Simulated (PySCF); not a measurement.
cis-Si(PH3)2Cl4.
Bonds: Si1–P2, Si1–Cl6, Si1–P7, Si1–Cl11, Si1–Cl12, Si1–Cl13. Hydrogens: H3, H4, H5 on P2; H8, H9, H10 on P7.

Jobs on this species (13 atoms, 118 electrons) with PySCF (density fitting). Hardware of each: AMD EPYC 9B45, one thread, shared host. Other jobs ran on the host; a repeat could differ by tens of per cent or more. Peak memory is the resident size of the whole Python process, interpreter and libraries included.

```json
{"level and settings": "PBE0/pcSseg-1", "work": "shieldings, charges and field gradients, density and orbital grids written", "basis functions": "198", "SCF cycles": "?", "wall time": "?", "peak memory": "?"}
{"level and settings": "wB97X-D/pcSseg-1", "work": "shieldings", "basis functions": "198", "SCF cycles": "?", "wall time": "?", "peak memory": "?"}
{"level and settings": "delta-SCF UKS SCAN, pcX-2 on the ionised atom, pcseg-1 elsewhere, spin-free X2C", "work": "ΔSCF core ionisation, 8 holes", "basis functions": "198", "SCF cycles": "?", "wall time": "?", "peak memory": "?"}
{"level and settings": "wB97X-D/def2-SVPD", "work": "10 singlets by full TDDFT, 4 Tamm–Dancoff triplets, polarisability, density and orbital grids written", "basis functions": "228", "SCF cycles": "14", "wall time": "35 s", "peak memory": "1.1 GiB"}
{"level and settings": "PBE0-D3(BJ)/def2-SVP, grid level 1", "work": "geometry optimisation from a GFN1-xTB start shaken at random", "basis functions": "156", "SCF cycles": "129", "wall time": "2.7 min", "peak memory": "0.71 GiB"}
```

**Question.** Fill in the missing figures.

**Answer.** 
- PBE0/pcSseg-1; shieldings, charges and field gradients, density and orbital grids written: 23 s, 1.3 GiB, 12 SCF cycles
- wB97X-D/pcSseg-1; shieldings: 24 s, 1.2 GiB, 14 SCF cycles
- delta-SCF UKS SCAN, pcX-2 on the ionised atom, pcseg-1 elsewhere, spin-free X2C; ΔSCF core ionisation, 8 holes: 36 s, 0.78 GiB, 109 SCF cycles

**Question.** What do all jobs in the table cost together?

**Answer.** About 4.7 min; the longest takes about 58 % of that, and about 7 times as long as the shortest.
